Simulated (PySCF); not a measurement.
# $^{33}$S chemical shifts

Non-relativistic, single conformer, in vacuum, one averaged value for each set of equivalent atoms. Shieldings: GIAO PBE0/pcSseg-1; structure optimised with GFN2-xTB; PySCF 2.14.0 with density-fitted response routines.

Shieldings were converted by a linear fit to measured shifts: $^{33}$S: δ = 158.28 − 0.937σ (rms 33.3 ppm, 20 shifts vs sulfate, solution or neat liquid). A few per cent of atoms miss by over 2 rms, more outside the fitted compound classes.

(1) Give the $^{33}$S shifts of `C[C@H](CC(F)F)S[SiH3]`, `CS[Si](C)(C)C(F)F`.

(2) Order these by $^{33}$S shift, lowest first.
A. FC(F)(F)Oc1cccs1
B. C[SiH2]S[C@H](C)C(F)F
C. C[C@@H](S)C[C@@H](F)[SiH2]F
D. C[S@@](=O)[C@@]12CCC[C@@H]1C2
E. C=CCC[SiH2][SiH2]S
F. CSC(F)(F)[SiH](C)C

## Answers

(1) 
```json
{"compound": "C[C@H](CC(F)F)S[SiH3]", "environment": "sulfur bonded to C, Si", "δ (ppm)": "-445"}
{"compound": "CS[Si](C)(C)C(F)F", "environment": "sulfur bonded to C, Si", "δ (ppm)": "-482"}
```

(2) E (-586 ppm, sulfur bonded to Si, H), B (-418 ppm, sulfur bonded to C, Si), C (-337 ppm, thiol sulfur), F (-262 ppm, sulfide sulfur), A (-126 ppm, aromatic ring sulfur), D (-21 ppm, sulfoxide sulfur).
